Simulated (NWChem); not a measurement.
System meant: SiPH4, doublet; SMILES P[SiH2]

NWChem input:

```
start job
memory heap 200 mb stack 900 mb global 1100 mb
geometry units angstroms noautoz
  Si    -0.080018    -1.166048     0.000000
  P      0.070770     1.099202     0.000000
  H      0.637149    -1.679099     1.207476
  H      0.637149    -1.679099    -1.207476
  H     -0.862126     1.344977     1.046592
  H     -0.862126     1.344977    -1.046592
end
basis spherical
  * library def2-svp
end
dft
  odft
  mult 3
  xc b3lyp
  iterations 150
  mulliken
end
task dft energy
```

End of the output:

```
 Summary of "ao basis" -> "" (spherical)
 ------------------------------------------------------------------------------
       Tag                 Description            Shells   Functions and Types
 ---------------- ------------------------------  ------  ---------------------
 *                          def2-svp                  on all atoms

                                 NWChem DFT Module
                                 -----------------

 Summary of "ao basis" -> "ao basis" (spherical)
 ------------------------------------------------------------------------------
       Tag                 Description            Shells   Functions and Types
 ---------------- ------------------------------  ------  ---------------------
 Si                         def2-svp                 8       18   4s3p1d
 P                          def2-svp                 8       18   4s3p1d
 H                          def2-svp                 3        5   2s1p

 Summary of "ao basis" -> "ao basis" (spherical)
 ------------------------------------------------------------------------------
       Tag                 Description            Shells   Functions and Types
 ---------------- ------------------------------  ------  ---------------------
 Si                         def2-svp                 8       18   4s3p1d
 P                          def2-svp                 8       18   4s3p1d
 H                          def2-svp                 3        5   2s1p

      Symmetry analysis of basis
      --------------------------

        a'         36
        a"         20

  number of electrons :                   33
  multiplicity        :                    3
 ------------------------------------------------------------------------
  no. of electrons and multiplicity not compatible                  33
 ------------------------------------------------------------------------
 ------------------------------------------------------------------------
  current input line :
    21: task dft energy
 ------------------------------------------------------------------------
 ------------------------------------------------------------------------
 There is an error in the input file
 ------------------------------------------------------------------------
 For more information see the NWChem manual at https://nwchemgit.github.io

0: no. of electrons and multiplicity not compatible:Received an Error in Communication
```

**Question.** Find the fault in this run and fix the input.

**Answer.** The program refused the input. Cause: the multiplicity doesn't fit the number of electrons (an even count wants an odd multiplicity, and the reverse). This input runs:
```
start job
memory heap 200 mb stack 900 mb global 1100 mb
geometry units angstroms noautoz
  Si    -0.080018    -1.166048     0.000000
  P      0.070770     1.099202     0.000000
  H      0.637149    -1.679099     1.207476
  H      0.637149    -1.679099    -1.207476
  H     -0.862126     1.344977     1.046592
  H     -0.862126     1.344977    -1.046592
end
basis spherical
  * library def2-svp
end
dft
  odft
  mult 2
  xc b3lyp
  iterations 150
  mulliken
end
task dft energy
```
It converges to -633.03797 Ha (B3LYP/def2-SVP, spin-unrestricted).
